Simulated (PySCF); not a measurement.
methylcyclobutane (C5H10), SMILES CC1CCC1.

Geometry optimised at PBE0-D3(BJ)/def2-SVP.

The numbers are results of TDDFT-PBE/def2-SVPD (PySCF 2.14.0), not measurements.

Vertical excitations.  State labels are in the subgroup Cs.

```tsv
state	symmetry	energy (eV)	λ (nm)	f	main pairs
S1	A'	7.27	171	0.000	HOMO→LUMO 100 %
S2	A"	7.35	169	0.061	HOMO−1→LUMO 100 %
S3	A'	7.62	163	0.006	HOMO−2→LUMO 99 %
S4	A'	7.68	161	0.033	HOMO→LUMO+1 99 %
S5	A"	7.71	161	0.000	HOMO−1→LUMO+1 100 %
S6	A'	7.82	158	0.010	HOMO→LUMO+2 97 %
S7	A"	7.86	158	0.001	HOMO−1→LUMO+2 99 %
S8	A'	8.00	155	0.049	HOMO−2→LUMO+1 98 %
S9	A"	8.00	155	0.000	HOMO→LUMO+3 99 %
S10	A'	8.12	153	0.013	HOMO−1→LUMO+3 90 %
T1	A'	7.14	174	0	HOMO→LUMO 99 %
T2	A"	7.18	173	0	HOMO−1→LUMO 99 %
T3	A'	7.45	166	0	HOMO−2→LUMO 97 %
T4	A'	7.51	165	0	HOMO→LUMO+1 93 %
```
Triplets are in the Tamm–Dancoff approximation, which puts them higher than full response would, so one can lie above its singlet here.
